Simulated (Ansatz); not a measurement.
**Errors in the atomisation enthalpy at 298 K**

8 molecules holding an element from Na to Cl; the atomisation enthalpy at 298 K in kJ/mol, computed less measured. Shapes, held fixed at every level: PBE0-D4/def2-TZVP. Flexible molecules stand in one conformer, not always the lowest. Thermal terms are harmonic and unscaled (PBE0-D4/def2-TZVP); the spin-orbit lowering of the free atoms is taken from their spectra. Programs: Ansatz 0.2.0. Measured values: Active Thermochemical Tables, CRC Handbook of Chemistry and Physics, NIST-JANAF tables.

Levels: A = HF/STO-3G; B = r2SCAN-D4/def2-TZVPP; C = MP2/def2-TZVPP; D = CCSD(T)/def2-SVP.

```csv
molecule,from tabulated heats,A,B,C,D
CS2 (carbon disulfide),1154,-474,+42,+32,-95
H2S (hydrogen sulfide),733,-115,-3,-30,-61
SO2 (sulfur dioxide),1072,-1442,+2,+27,-249
CH2Cl2 (dichloromethane),1490,-256,+5,-11,-117
SiF4 (silicon tetrafluoride),2382,-1268,-26,+55,-258
SiH4 (SMILES [SiH4]),1288,+164,-1,-47,-65
"C2H2Cl4 (1,1,2,2-tetrachloroethane)",2504,-573,+22,+22,-189
C2H6S2 (dimethyl disulfide),3320,-320,+17,-65,-235
```

Problem. Which level does best on this set, which worst, and which err to one side?

Solution. 
```json
{"level": "HF/STO-3G", "kind": "Hartree–Fock", "mean error": "-535.5", "mean absolute error": "576.5", "worst case": "SO2"}
{"level": "r2SCAN-D4/def2-TZVPP", "kind": "meta-GGA", "mean error": "+7.2", "mean absolute error": "14.8", "worst case": "CS2"}
{"level": "MP2/def2-TZVPP", "kind": "perturbation theory", "mean error": "-2.1", "mean absolute error": "36.1", "worst case": "C2H6S2"}
{"level": "CCSD(T)/def2-SVP", "kind": "coupled cluster or CI", "mean error": "-158.6", "mean absolute error": "158.6", "worst case": "SiF4"}
```

On this set r2SCAN-D4/def2-TZVPP has the smallest mean absolute error and HF/STO-3G the largest. HF/STO-3G is too low in 7 of 8; CCSD(T)/def2-SVP is too low in 8 of 8. The heats of C2H2Cl4 (1,1,2,2-tetrachloroethane) come from older tables and can be uncertain by 10 kJ/mol or more. Heats of the atoms come from ATcT where it has them. The levels differ in basis as well as in method. Where a negative error exceeds the measured value, the molecule comes out unbound. Hartree–Fock lacks correlation and underbinds. Correlated wave functions converge slowly with the basis. The set is small.
